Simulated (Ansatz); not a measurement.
The same molecule with X = O, S, Se. Ansatz, PBE0-D4/def2-TZVP geometries, multiplicity 1. Each molecule was computed in one conformer, which needn't be the lowest.

Elements past krypton have def2 core potentials. Scalar relativity is left out up to krypton.

| X | molecule | mean X–H bond length / Å | mean X–Sn bond length / Å | HOMO energy (PBE/def2-TZVPP) / eV | HOMO energy (B3LYP/def2-TZVPP) / eV | HOMO–LUMO gap (ωB97M-V/def2-TZVPP) / eV |
| --- | --- | --- | --- | --- | --- | --- |
| S | `[SH][SnH]([Cl])[Cl]` | 1.345 | 2.375 | -6.85 | -7.85 | 10.36 |
| Se | `[Cl][SnH]([Cl])[SeH]` | 1.471 | 2.502 | -6.54 | -7.47 | 9.76 |

(1) Give the row for X = O, `[OH][SnH]([Cl])[Cl]`. (An estimate is asked.)

## Answers

(1) Ansatz gave: 
```
X               molecule  mean X–H bond length / Å  mean X–Sn bond length / Å  HOMO energy (PBE/def2-TZVPP) / eV  HOMO energy (B3LYP/def2-TZVPP) / eV  HOMO–LUMO gap (ωB97M-V/def2-TZVPP) / eV
O  `[OH][SnH]([Cl])[Cl]`                     0.961                      1.938                              -7.64                                -8.94                                    11.74
```

From O to Se the mean X–H bond length rises at each step, by 0.510 Å in all; the mean X–Sn bond length rises at each step, by 0.564 Å in all; the HOMO energy (PBE/def2-TZVPP) rises at each step, by 1.10 eV in all; the HOMO energy (B3LYP/def2-TZVPP) rises at each step, by 1.47 eV in all; the HOMO–LUMO gap (ωB97M-V/def2-TZVPP) falls at each step, by 1.98 eV in all. Bonds lengthen as the atom grows down the group.

B3LYP here is the variant with VWN-RPA as its local correlation; programs differ in this.

Spin–orbit coupling is left out; it splits and shifts lone-pair levels of the heavy atoms by tenths of an eV.
